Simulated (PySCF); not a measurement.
Run record for 1,4-dimethylpyrazole (`Cc1cnn(C)c1`): HF/def2-SVPD, energy threshold 1e-07 Eh, TDHF, 1 singlet.

Method: TDHF/def2-SVPD, vertical, gas phase, core orbitals frozen in the response (PySCF 2.14.0, density-fitted response routines). Geometry: GFN2-xTB. The command runs a driver script over a list of jobs; the input below is this job's line of settings and its coordinates in Å.

Command:
```bash
OMP_NUM_THREADS=1 python probes_run.py task.json out
```

Input:
```
{"job": {"kind": "uv", "xc": "HF", "basis": "def2-SVPD", "nstates": 1, "ntriplets": 2, "tda": false, "scf": {"conv": 1e-07}}, "charge": 0, "multiplicity": 1}
C      2.462195    -0.310498    -0.006229
C      1.030209     0.094601    -0.054469
C      0.502050     1.361510    -0.354696
N     -0.816666     1.351733    -0.316162
N     -1.166673     0.110555     0.000597
C     -2.548356    -0.243205     0.146029
C     -0.087229    -0.681130     0.170753
H      2.911047    -0.241366    -0.997254
H      3.020538     0.344339     0.661509
H      2.555009    -1.334949     0.346813
H      1.029851     2.263411    -0.593536
H     -2.952194     0.161861     1.077061
H     -2.648615    -1.326852     0.151522
H     -3.115696     0.174403    -0.685616
H     -0.179886    -1.716423     0.431767
```

Output:
```
final grid: 121000 points
cycle   1  E = -302.5537424209  dE =  2.074e+00  |g| = 5.523e-01  |ddm| = 6.258e+00
cycle   2  E = -302.6340048900  dE = -8.026e-02  |g| = 2.883e-01  |ddm| = 1.552e+00
cycle   3  E = -302.6509192016  dE = -1.691e-02  |g| = 9.507e-02  |ddm| = 7.262e-01
cycle   4  E = -302.6536132515  dE = -2.694e-03  |g| = 2.108e-02  |ddm| = 3.160e-01
cycle   5  E = -302.6537662133  dE = -1.530e-04  |g| = 6.906e-03  |ddm| = 6.415e-02
cycle   6  E = -302.6537970888  dE = -3.088e-05  |g| = 3.551e-03  |ddm| = 3.509e-02
cycle   7  E = -302.6538081630  dE = -1.107e-05  |g| = 1.827e-03  |ddm| = 1.299e-02
cycle   8  E = -302.6538111985  dE = -3.035e-06  |g| = 5.412e-04  |ddm| = 1.163e-02
cycle   9  E = -302.6538114300  dE = -2.316e-07  |g| = 1.835e-04  |ddm| = 2.047e-03
cycle  10  E = -302.6538114532  dE = -2.321e-08  |g| = 4.381e-05  |ddm| = 8.729e-04
converged SCF energy = -302.6538114532

Static polarisability (au): isotropic 68.563, principal 48.962 68.785 87.944

Singlet excitations
state   eV       nm        f      main configurations
  1   6.7155    184.6   0.11094   H->L+3 0.79

Triplet excitations (Tamm-Dancoff, eV): 4.0671 5.0281
```

H and L stand for HOMO and LUMO; the number after each pair is its weight.

How does the lowest singlet excitation compare with the HOMO–LUMO gap?

HOMO -8.91 eV and LUMO 2.57 eV give a gap of 11.48 eV; S1 at 6.72 eV lies 4.76 eV below it.

Give S1 in cm⁻¹ and kJ/mol.

6.7155 eV × 8065.54 = 54164 cm⁻¹; × 96.485 = 647.9 kJ/mol.

In short: SCF converged in 10 cycles with 204 basis and 725 fitting functions; HOMO -8.91 eV, LUMO 2.57 eV; lowest singlet 6.72 eV; lowest triplet 4.07 eV (Tamm–Dancoff); mean polarisability 68.6 au.

How long does this job take on one thread of an Arm Neoverse V1 (shared host)? And the peak memory of the process?

About 8.7 s, with 0.75 GiB resident at the peak, the Python interpreter and its libraries included.
